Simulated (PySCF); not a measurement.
BeCl, SMILES [Be+][Cl], charge +1.

Geometry optimised at B3LYP-D3(BJ)/def2-TZVPD. The spin state was assumed, not searched.

The numbers are results of B3LYP-D3(BJ)/def2-TZVPD in PySCF 2.14.0, not measurements.

Frequencies are harmonic and unscaled.

```csv
mode,ν (cm⁻¹),IR (km/mol),Raman (Å⁴/amu),depolarisation,moving atoms (share of kinetic energy)
1,998,202.2,42.7,0.08,"Be 80 %, Cl 20 %"
```
